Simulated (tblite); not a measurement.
Compound: C6H15AlSi.
Atom-mapped SMILES: `[CH3:1][CH2:2][Al:3]1[CH2:4][CH2:5][CH2:6][SiH2:7][CH2:8]1` (hydrogens: H9, H10, H11 on C1; H12, H13 on C2; H14, H15 on C4; H16, H17 on C5; H18, H19 on C6; H20, H21 on Si7; H22, H23 on C8)

Computed with GFN2-xTB (tblite), gas phase: L-BFGS steps from a force-field or distance-geometry start until the largest atomic force falls under 0.01 eV/Å.

Step 18: E = -632.1392 eV
```
atom  x, y, z in Å  |  force x, y, z in eV/Å
C1      3.4430    0.8588   -0.0652   -0.010  -0.054  -0.019
C2      2.6948   -0.4150   -0.4934   -0.099   0.003  -0.013
Al3     0.7150   -0.1970   -0.2061   -0.006   0.039  -0.025
C4     -0.5941   -1.7018   -0.4110    0.036  -0.042  -0.070
C5     -1.7603   -1.5754    0.5850    0.066   0.045   0.001
C6     -2.7152   -0.4422    0.2172    0.024   0.004  -0.003
Si7    -2.0456    1.3487    0.3032    0.019  -0.010  -0.015
C8     -0.1518    1.5717    0.1369   -0.022  -0.057  -0.024
H9      2.8876    1.7444   -0.3808    0.076   0.015   0.034
H10     3.5455    0.8876    1.0187   -0.028   0.063  -0.014
H11     4.4412    0.9036   -0.5020    0.006   0.019   0.014
H12     2.8413   -0.5570   -1.5774    0.046  -0.038   0.042
H13     3.1612   -1.2895   -0.0197   -0.037   0.015  -0.055
H14    -0.1058   -2.6765   -0.2555    0.035  -0.017   0.043
H15    -1.0300   -1.7771   -1.4185    0.035   0.017  -0.024
H16    -2.3273   -2.5144    0.6080   -0.009  -0.001   0.027
H17    -1.3616   -1.4118    1.5915   -0.039   0.029   0.056
H18    -3.0952   -0.6325   -0.7875    0.013   0.000  -0.043
H19    -3.5799   -0.5054    0.8778   -0.079   0.028   0.034
H20    -2.7209    2.0967   -0.7703   -0.039   0.033  -0.056
H21    -2.4916    1.9488    1.5704    0.006  -0.014   0.101
H22     0.2145    2.1464    0.9943    0.020  -0.087  -0.005
H23     0.0303    2.2160   -0.7326   -0.014   0.008   0.012
```

Step 19: E = -632.1420 eV
```
atom  x, y, z in Å  |  force x, y, z in eV/Å
C1      3.4460    0.8602   -0.0653   -0.021  -0.070  -0.026
C2      2.6978   -0.4135   -0.4962   -0.128   0.003  -0.017
Al3     0.7125   -0.1965   -0.2167    0.053   0.032  -0.015
C4     -0.5953   -1.7019   -0.4111   -0.010  -0.058  -0.049
C5     -1.7609   -1.5755    0.5874    0.032   0.084  -0.014
C6     -2.7174   -0.4430    0.2156    0.041   0.031  -0.002
Si7    -2.0477    1.3492    0.3035    0.026  -0.059  -0.023
C8     -0.1542    1.5691    0.1331   -0.038  -0.041  -0.024
H9      2.8951    1.7482   -0.3831    0.070   0.001   0.032
H10     3.5434    0.8890    1.0192   -0.017   0.064  -0.021
H11     4.4449    0.9005   -0.5006    0.011   0.028   0.032
H12     2.8524   -0.5561   -1.5796    0.037  -0.044   0.065
H13     3.1597   -1.2888   -0.0169   -0.049   0.045  -0.075
H14    -0.1036   -2.6737   -0.2509    0.036  -0.029   0.036
H15    -1.0352   -1.7834   -1.4164    0.045   0.012  -0.022
H16    -2.3315   -2.5136    0.6108    0.039   0.022   0.044
H17    -1.3616   -1.4051    1.5938   -0.058  -0.002   0.018
H18    -3.0914   -0.6312   -0.7930    0.006  -0.010   0.010
H19    -3.5840   -0.5023    0.8762   -0.052   0.006  -0.011
H20    -2.7246    2.0974   -0.7678   -0.044   0.043  -0.059
H21    -2.4881    1.9422    1.5745   -0.004   0.002   0.115
H22     0.2138    2.1336    0.9963    0.029  -0.075  -0.005
H23     0.0252    2.2223   -0.7298   -0.003   0.014   0.010
```

Task: Estimate the geometry and energy of step 20. (The exact step hangs on the optimiser's Hessian estimate; all steps are aligned on step 19, rigid shifts and turns removed.)

Result: E = -632.1453 eV, largest force 0.120 eV/Å
```
atom  x, y, z in Å  |  force x, y, z in eV/Å
C1      3.4490    0.8607   -0.0657   -0.025  -0.058  -0.022
C2      2.6989   -0.4116   -0.4997   -0.114   0.009  -0.020
Al3     0.7104   -0.1954   -0.2297    0.085   0.007  -0.005
C4     -0.5964   -1.7027   -0.4116   -0.045  -0.055  -0.005
C5     -1.7612   -1.5744    0.5900   -0.014   0.101  -0.025
C6     -2.7198   -0.4434    0.2137    0.039   0.053  -0.002
Si7    -2.0501    1.3492    0.3036    0.006  -0.071  -0.016
C8     -0.1574    1.5651    0.1282   -0.046  -0.009  -0.021
H9      2.9055    1.7526   -0.3852    0.051  -0.011   0.018
H10     3.5405    0.8919    1.0192   -0.004   0.050  -0.023
H11     4.4494    0.8972   -0.4984    0.012   0.023   0.048
H12     2.8662   -0.5560   -1.5811    0.016  -0.048   0.065
H13     3.1567   -1.2871   -0.0151   -0.063   0.060  -0.078
H14    -0.1003   -2.6711   -0.2448    0.028  -0.036   0.023
H15    -1.0404   -1.7906   -1.4145    0.053   0.000  -0.023
H16    -2.3358   -2.5119    0.6151    0.092   0.052   0.056
H17    -1.3626   -1.3971    1.5968   -0.067  -0.030  -0.027
H18    -3.0867   -0.6297   -0.7992   -0.004  -0.020   0.067
H19    -3.5896   -0.4985    0.8737   -0.005  -0.019  -0.070
H20    -2.7297    2.0990   -0.7660   -0.037   0.040  -0.038
H21    -2.4839    1.9341    1.5815   -0.003   0.006   0.095
H22     0.2135    2.1167    0.9984    0.036  -0.062  -0.006
H23     0.0190    2.2298   -0.7261    0.009   0.018   0.009
```

The energy changes by -0.0033 eV. The first-order estimate −F·Δx gives -0.0045 eV and the mean of the old and new forces, exact on a quadratic surface, -0.0033 eV. The step makes an angle of 72° with the force vector and moves no atom by more than 0.017 Å.

What follows is the cost of the whole relaxation. Hardware: one thread, Intel Xeon at 2.50 GHz (x86_64), shared host with 64 logical CPUs at a one-minute load of 62. Cost: 4.2 s.
